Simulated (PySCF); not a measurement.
Working out the excitation energy of Al⁺

Al⁺ [Ne] 3s2 (1S) → Al⁺ [Ne] 3p2 (3P). Computed with PySCF 2.14 in ANO-RCC-VTZP (5s4p2d1f, 34 functions), with scalar relativity by spin-free X2C-1e. Frozen: [Ne]. Energies in hartree (1 hartree = 27.21139 eV):

| part | Al⁺ (lower) | Al⁺ (upper) |
| --- | --- | --- |
| UHF | -242.109624 | -241.716128 |
| CCSD correlation | -0.039257 | -0.009329 |
| (T) | 0.000000 | 0.000000 |

Task: What does Hartree-Fock give?

Result: (-241.716128) − (-242.109624) = 0.393496 hartree = 10.708 eV.

Task: What do CCSD and CCSD(T) give?

Result: The CCSD correlation energies differ by 0.029928 hartree = 0.814 eV and the triples by 0.000000 hartree = 0.000 eV, so CCSD gives 11.522 eV and CCSD(T) 11.522 eV.

Measured between the centres of the two terms (NIST): 11.680 eV, so CCSD(T) (valence) is off by -0.158 eV.

What remains against the reference includes basis incompleteness, the frozen core and higher excitations.
